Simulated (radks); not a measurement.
Task: Species: F I. Configuration: [He] 2s2 2p5. Method: Dirac Kohn-Sham, LDA (Slater exchange, Perdew-Wang correlation), spin-unpolarised, spherical densities, finite nucleus; open shells fill j = l - 1/2 first; Fermi nuclear charge, rms radius 2.8976 fm; computed with a radial shooting solver on a logarithmic mesh with Libxc functionals. Some entries of the table are withheld. Estimate them.

| orbital | occ. | eigenvalue (hartree) | <1/r> (bohr^-1) |
|---|---|---|---|
| 1s1/2 | 2 | (1) | (2) |
| 2s1/2 | 2 | (3) | (4) |
| 2p1/2 | 2 | (5) | (6) |
| 2p3/2 | 3 | (7) | (8) |

Result: 
(1) 1s1/2 eigenvalue (hartree): -24.21454
(2) 1s1/2 <1/r> (bohr^-1): 8.588
(3) 2s1/2 eigenvalue (hartree): -1.08942
(4) 2s1/2 <1/r> (bohr^-1): 1.455
(5) 2p1/2 eigenvalue (hartree): -0.41650
(6) 2p1/2 <1/r> (bohr^-1): 1.276
(7) 2p3/2 eigenvalue (hartree): -0.41415
(8) 2p3/2 <1/r> (bohr^-1): 1.272
